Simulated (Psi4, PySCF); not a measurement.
Interaction energy of H2O ··· C4H4O (SMILES O and c1ccoc1), singlet. Monomers: optimised at B3LYP-D3(BJ) (def2-TZVP), held rigid. Orientation: lowest of the rigid-body minima from ten starts at GFN2-xTB. R is the distance of the centres of mass, along which the second monomer moves.

Geometry at R = 4.02 Å (first 3 atoms: monomer A):
```
12

O     -0.0001     0.3896     0.0000
H     -0.7650    -0.1951     0.0000
H      0.7651    -0.1945     0.0000
C      4.9034    -1.4483     0.0643
C      4.7605    -0.0230     0.0842
C      3.4282     0.2243     0.0602
O      2.7310    -0.9446     0.0265
C      3.6460    -1.9527     0.0296
H      5.8195    -2.0137     0.0744
H      5.5466     0.7120     0.1127
H      2.8406     1.1247     0.0625
H      3.2480    -2.9513     0.0051
```

revPBE-D3(BJ)/def2-TZVP, counterpoise-corrected (Psi4); PBE-D3(BJ)/def2-TZVP, counterpoise-corrected (Psi4); revPBE/def2-TZVP, counterpoise-corrected (Psi4); RKS-B3LYP/3-21G = restricted B3LYP/3-21G, no counterpoise correction (PySCF 2.14.0); SAPT0/jun-cc-pVDZ, frozen core (Psi4).

Interaction energies in kcal/mol (negative: bound); R is the distance of the centres of mass, d the H3···O7 distance.

```csv
R / Å,d / Å,revPBE-D3(BJ)/def2-TZVP,PBE-D3(BJ)/def2-TZVP,revPBE/def2-TZVP,RKS-B3LYP/3-21G,SAPT0/jun-cc-pVDZ
3.44,1.53,5.42,3.69,7.93,-2.31,2.36
3.65,1.74,-0.01,-1.22,2.15,-6.17,-2.05
3.79,1.87,-1.58,-2.50,0.34,-6.74,-3.15
4.02,2.10,-2.52,-3.07,-0.96,-6.25,-3.51
4.24,2.32,-2.55,-2.85,-1.30,-5.17,-3.15
4.41,2.49,-2.34,-2.51,-1.31,-4.23,-2.73
4.71,2.79,-1.85,-1.89,-1.13,-2.70,-2.03
5.06,3.14,-1.32,-1.31,-0.87,-1.48,-1.42
5.50,3.58,-0.84,-0.81,-0.59,-0.75,-0.93
6.26,4.34,-0.39,-0.38,-0.30,-0.37,-0.49
7.25,5.33,-0.17,-0.17,-0.14,-0.19,-0.24
8.51,6.59,-0.08,-0.08,-0.07,-0.10,-0.12
```

Lowest grid point: revPBE-D3(BJ)/def2-TZVP -2.55 kcal/mol at R = 4.24 Å; PBE-D3(BJ)/def2-TZVP -3.07 kcal/mol at R = 4.02 Å; revPBE/def2-TZVP -1.31 kcal/mol at R = 4.41 Å; RKS-B3LYP/3-21G -6.74 kcal/mol at R = 3.79 Å; SAPT0/jun-cc-pVDZ -3.51 kcal/mol at R = 4.02 Å.
